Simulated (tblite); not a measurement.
Species: C3H11OPSi.
Z-matrix (Å and degrees, GFN2-xTB geometry), rows numbered from 1:
```
C 
O   1  1.4029
C   2  1.4073  1  113.77
C   3  1.5177  2  107.83  1  -172.28
P   4  1.8682  3  108.96  2    61.01
Si  5  2.2397  4   99.66  3   -68.74
H   1  1.0968  2  111.24  3    59.01
H   1  1.0878  2  106.74  3   178.51
H   1  1.0969  2  110.96  3   -62.23
H   3  1.1016  2  110.09  1   -52.42
H   3  1.1022  2  110.02  1    66.62
H   4  1.0913  3  109.92  2   -60.16
H   4  1.0923  3  109.66  2  -179.96
H   5  1.3915  4   94.58  3  -165.30
H   6  1.4613  5  114.65  4   -26.76
H   6  1.4718  5  104.72  4  -144.05
H   6  1.4601  5  108.75  4   101.20
```

Level: GFN2-xTB in tblite, geometry and Hessian alike; calculated harmonic values, unscaled, isolated species. The method is semi-empirical: single wavenumbers can be off by several per cent or more. Modes of hydrogen on phosphorus and silicon can be 10 to 20 % off. One conformer, not necessarily the lowest.

Harmonic wavenumbers (cm⁻¹): 34.1, 84.4, 113.4, 174.5, 217.8, 241.2, 260.3, 319.5, 464.8, 485.0, 497.6, 519.6, 687.1, 708.8, 737.1, 799.8, 810.0, 830.1, 848.5, 960.1, 995.6, 1064.1, 1122.2, 1127.7, 1137.4, 1191.0, 1211.4, 1260.0, 1345.1, 1404.7, 1434.0, 1468.2, 1485.6, 1492.4, 2179.7, 2255.4, 2270.1, 2290.8, 2836.6, 2872.3, 2903.9, 2925.1, 2957.4, 2965.4, 3033.7.

A = 2848, B = 1745, C = 1205 MHz; mass 122.032 u (most abundant isotopes); point group C1, symmetry number 1.

Question: Zero-point energy?

Answer: ½Σν̃ = 28512 cm⁻¹ = 81.52 kcal/mol.

Question: Entropy at 298.15 K, 1 bar (ideal gas, RRHO, classical rotation)?

Answer: Translation 40.34, rotation 28.38, vibration 26.72: S = 95.4 cal/(mol K).

Question: And Cp and H(298.15 K) − H(0)?

Answer: Cp = 35.69 cal/(mol K), of which vibrations give 27.74 (their classical limit is 45 R = 89.4); H(298.15 K) − H(0) = 6.54 kcal/mol without the zero-point energy, 4.17 from vibrations.

Question: Which modes carry the vibrational entropy at 298.15 K?

Answer: 34.1 cm⁻¹: 5.58; 84.4 cm⁻¹: 3.79; 113.4 cm⁻¹: 3.21; 174.5 cm⁻¹: 2.39; 217.8 cm⁻¹: 1.98; 241.2 cm⁻¹: 1.79 cal/(mol K); the other 39 give 8.00 together.

Question: What must be added to the electronic energy to get the Gibbs energy at 298.15 K and 1 bar?

Answer: ZPE + [H(298.15 K) − H(0)] − T·S = 81.52 + 6.54 − 28.45 = 59.61 kcal/mol.

Question: How do the functions run with temperature in this model?

Answer: 
```
 T (K)  S (cal/(mol K))  Cp (cal/(mol K))  H − H(0) (kcal/mol)  G − H(0) (kcal/mol)  ln q(vib)
    50             57.7              12.6                 0.50                -2.39       0.61
   100             68.1              17.7                 1.26                -5.55       1.72
373.15            104.2              42.2                 9.46               -29.40       8.18
   500            117.9              51.7                15.44               -43.50      11.13
   750            141.6              65.2                30.17               -76.01      16.74
  1000            161.6              74.1                47.66              -113.98      21.94
```

q(vib) and H(0) count from the zero-point level.

Hindered rotation and anharmonicity are outside this model. Other conformers, if any are populated, would add a mixing term that is left out. The structure is chiral; the term R ln 2 for an equal mix with its mirror image is left out.

Time: 0.58 s. Hardware: one thread of an Arm Neoverse V1, shared host. This covers the Hessian and the dipole derivatives.
